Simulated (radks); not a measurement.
Question: The mean radii <r> (bohr) of the occupied orbitals of an atom or ion are listed with their occupations. Method: Dirac Kohn-Sham, LB94 model potential, spin-unpolarised, spherical densities, finite nucleus; Fermi nuclear charge, rms radius of each element as measured or else 0.836 A^(1/3) + 0.57 fm; computed with a radial shooting solver on a logarithmic mesh with Libxc functionals.

| orbital | occ. | <r> |
|---|---|---|
| 1s1/2 | 2 | 0.02148 |
| 2s1/2 | 2 | 0.09080 |
| 2p1/2 | 2 | 0.07570 |
| 2p3/2 | 4 | 0.08266 |
| 3s1/2 | 2 | 0.2384 |
| 3p1/2 | 2 | 0.2280 |
| 3p3/2 | 4 | 0.2410 |
| 3d3/2 | 4 | 0.2133 |
| 3d5/2 | 6 | 0.2174 |
| 4s1/2 | 2 | 0.5312 |
| 4p1/2 | 2 | 0.5388 |
| 4p3/2 | 4 | 0.5660 |
| 4d3/2 | 4 | 0.5834 |
| 4d5/2 | 6 | 0.5920 |
| 4f5/2 | 3 | 0.6183 |

Name the element and its charge. Open shells, if any, fill j = l - 1/2 first.

Answer: Z = 65, terbium, charge +16: Tb16+ in [Kr] 4d10 4f3. The 1s radius gives Z: for a bare nucleus <r> = (2 gamma + 1)/(2Z) with gamma = sqrt(1 - (Z/c)^2), 0.02124 bohr for Z = 65, and screening makes it slightly larger (0.02148 here). The occupations add up to 49, and the charge is Z minus that.
